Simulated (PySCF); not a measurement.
SMILES C[O][Sn]([CH3])([OH])[O]C, singlet (GFN2-xTB optimised geometry):

```
17

C     -2.340    -0.522     2.222
O     -1.053    -0.510     1.667
Sn    -0.522     0.464     0.000
C      1.654     0.464     0.000
O     -1.341     2.243     0.000
O     -1.525    -0.329    -1.566
C     -1.502    -1.676    -1.948
H     -2.264    -1.102     3.144
H     -2.691     0.483     2.466
H     -3.069    -1.003     1.563
H      1.974     1.431     0.367
H      1.992    -0.329     0.659
H      2.002     0.305    -1.015
H     -2.002     2.349    -0.688
H     -2.262    -1.786    -2.725
H     -0.534    -1.967    -2.363
H     -1.747    -2.349    -1.123
```

Level of theory: PBE0/def2-SVP, def2 effective core potentials past Kr run with PySCF.

What are the frontier orbital energies and the dipole moment?

HOMO-2 -7.75 eV, HOMO-1 -7.39 eV, HOMO -7.32 eV, LUMO -0.72 eV, LUMO+1 0.91 eV; dipole moment 1.71 D.

On the same geometry PySCF 2.14.0 with PBE/def2-SVP, def2 effective core potentials past Kr gives HOMO-2 -6.14 eV, HOMO-1 -5.73 eV, HOMO -5.69 eV, LUMO -1.68 eV, LUMO+1 0.07 eV; dipole moment 1.55 D.
